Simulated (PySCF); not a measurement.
A calculated (PBE, PySCF 2.14, aug-cc-pVDZ-DK, the spin-free X2C one-electron Hamiltonian (Gaussian nucleus)) atom or ion has these occupied shells.

```
shell  electrons  orbital energy (eV)  rms radius, mean of both spins (bohr)
 1s α          1              -1811.0                                  0.129
 1s β          1              -1810.8                                  0.129
 2s α          1              -163.82                                  0.617
 2s β          1              -163.50                                  0.617
 2p α          3              -119.99                                  0.601
 2p β          3              -119.60                                  0.601
 3p α          2              -22.740                                   2.35
```

(1) Name the element and its charge.

## Answers

(1) Si²⁺ (silicon, charge +2), in [Ne] 3p2, high-spin 3P determinant (an excited configuration).
